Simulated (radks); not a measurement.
All-electron atom: Zr IV in [Kr] 4d1 (the NIST ground configuration). Method: non-relativistic Kohn-Sham, LB94 model potential, spin-polarised, spherical densities, point nucleus; open shells are filled with parallel spins first (spin-orbit coupling, left out, can overturn this in heavy ions); relativity is left out, which matters for an element this heavy; computed with a radial shooting solver on a logarithmic mesh with Libxc functionals.

Normalised radial functions P(r) = r R(r), r in bohr:

```
   r/bohr * 4s down (the largest magnitude, 1.01, reaches the edge; | marks zero)
  0.00144                             |*
  0.00189                             |*
 0.002461                             | *
  0.00323                             | *
  0.00424                             |  *
 0.005521                             |  *
 0.007247                             |   *
 0.009513                             |    *
  0.01239                             |    *
  0.01626                             |     *
  0.02134                             |     *
  0.02779                             |    *
  0.03648                             |  *
  0.04788                             *
  0.06234                          *  |
  0.08183                      *      |
   0.1074                   *         |
   0.1399                     *       |
   0.1836                           * |
    0.241                             |      *
   0.3138                             |             *
   0.4118                             |            *
   0.5406                             | *
   0.7096               *             |
   0.9239   *                         |
    1.213  *                          |
    1.592          *                  |
    2.073                   *         |
    2.721                          *  |
    3.571                            *|
     4.65                             *
    6.104                             *
```

4s down: eigenvalue -86.437 eV, 3 radial nodes at r = 0.0492, 0.196, 0.562 bohr, <r> = 1.22 bohr, 90 % of the charge inside 1.79 bohr.
